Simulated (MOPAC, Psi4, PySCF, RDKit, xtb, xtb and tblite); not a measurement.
Two geometries of SMILES c1c(O[SiH3])ccc(O)c1, relaxed at GFN2-xTB with one dihedral held; other torsions can differ between them too.

Structure A

```
17

O      3.4915     0.4869     0.5047
C      2.1856     0.1777     0.2003
C      1.5117    -0.8463     0.8569
C      0.1775    -1.0819     0.5929
C     -0.5128    -0.2822    -0.3144
O     -1.8158    -0.5518    -0.5344
Si    -2.9682     0.1155    -1.4661
C      0.1563     0.7555    -0.9507
C      1.4941     0.9854    -0.6930
H      4.0620    -0.2730     0.3496
H      2.0414    -1.4663     1.5659
H     -0.3508    -1.8788     1.0929
H     -2.6019     0.0478    -2.8831
H     -4.0751    -0.7593    -1.1171
H     -3.1954     1.5158    -1.1020
H     -0.3817     1.3802    -1.6474
H      2.0164     1.7962    -1.1762
```

Structure B

```
17

O      3.4854     0.4984     0.4605
C      2.1745     0.1876     0.2565
C      1.7635    -1.0855    -0.1183
C      0.4227    -1.3563    -0.3139
C     -0.5297    -0.3581    -0.1377
O     -1.8272    -0.6732    -0.3402
Si    -3.2203     0.1554    -0.2384
C     -0.1158     0.9149     0.2368
C      1.2231     1.1868     0.4324
H      4.0321    -0.2809     0.3052
H      2.4957    -1.8698    -0.2579
H      0.0985    -2.3433    -0.6049
H     -3.2346     1.2829    -1.1738
H     -4.1422    -0.9069    -0.6053
H     -3.4337     0.6648     1.1185
H     -0.8547     1.6895     0.3732
H      1.5520     2.1716     0.7230
```

**Question.** Which is lower in energy at the level B3LYP-D3(BJ)/def2-SVP // GFN2-xTB (Psi4 1.11), and by how much?

**Answer.** B is lower, by 11.25 kJ/mol (dihedral H10–O1–C2–C3: 60° in A, 0° in B).

E(B) − E(A) in kJ/mol at the other levels, on the same two geometries: GFN2-xTB (xtb and tblite) -15.89; MMFF94 // GFN2-xTB (RDKit) -13.56; B3LYP/def2-SVP // GFN2-xTB (Psi4) -11.17; PBE/def2-SVP // GFN2-xTB (Psi4) -13.39; PBE-D3(BJ)/def2-SVP // GFN2-xTB (Psi4) -13.43; UFF // GFN2-xTB (RDKit) -20.47; AM1, restricted, heats of formation // GFN2-xTB (MOPAC) -4.95; PM3, restricted, heats of formation // GFN2-xTB (MOPAC) -5.27; GFN1-xTB // GFN2-xTB (xtb) -11.99; restricted B3LYP/6-31G*, spherical d, density fitting // GFN2-xTB (PySCF) -10.58; restricted B3LYP/6-311+G**, spherical d, density fitting // GFN2-xTB (PySCF) -7.83; restricted MP2 (frozen core)/6-31G*, spherical d // GFN2-xTB (PySCF) -9.37; restricted LDA (SVWN5)/6-31G*, spherical d, density fitting // GFN2-xTB (PySCF) -14.19.
